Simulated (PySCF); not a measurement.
**Radial density of Dy (dysprosium, neutral)**

UHF, [Xe] 4f9 6s2 6p1, one real determinant (an excited configuration). Computed with PySCF 2.14 in x2c-TZVPPall with one added diffuse shell each of s, p, d, f type (12s8p8d5f2g, 129 functions), with scalar relativity by spin-free X2C-1e.

```csv
r (bohr),4πr²ρ (e/bohr),4πr²(ρα − ρβ)
0.0253,78.09,0.0063
0.0426,95.31,0.0101
0.0716,116.1,-0.0006
0.120,88.34,0.0908
0.203,101.4,1.0585
0.341,45.68,4.4476
0.573,51.04,6.6800
0.964,17.04,3.4640
1.62,6.645,0.5064
2.73,1.197,0.0707
4.59,0.6585,0.2565
7.71,0.07979,0.0584
13.0,0.0007000,0.0006
```

Densities and radii are taken from the X2C orbitals without a picture-change correction, which distorts them close to the nucleus.

⟨L²⟩ = 27.56 against 42 for a pure I term, so this real determinant mixes terms. Spin-orbit coupling, absent here, splits the open shell strongly. ⟨S²⟩ = 12.45 against 12.00 shows spin contamination. The s, p, d and f populations moved away from the nominal configuration during the SCF.
